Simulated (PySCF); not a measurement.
Computed shifts of a molecule C2H5ClOSi, PBE/pcSseg-1 run with PySCF, GIAO, gas phase, atoms alike by connectivity averaged where their shifts nearly agree, in ppm (number of nuclei): ¹³C: 150.1 (1), 102.7 (1). ²⁹Si: -5.5 (1). ¹H: 6.80 (1), 5.96 (2), 5.20 (1), 4.82 (1). References: ¹³C against TMS (σ = 182.0 ppm); ¹⁷O against H2O (σ = 334.3 ppm); ²⁹Si against TMS (σ = 335.4 ppm); ³⁵Cl against HCl (σ = 936.5 ppm); ¹H against TMS (σ = 31.49 ppm), references at their B3LYP-D3(BJ)/def2-TZVP geometries, non-relativistic (without spin–orbit terms, shifts of atoms bonded to Cl or Br come out too high). Geometry optimised at B3LYP-D3(BJ)/def2-SVP. A frequency run showed that this geometry is not a minimum. Other conformers were not sampled.

Identify the compound among the candidates.
A. C=CO[SiH2]Cl
B. C[Si@H](Cl)C=O
C. C=C[Si@H](O)Cl
D. O=CC[SiH2]Cl

A, C=CO[SiH2]Cl
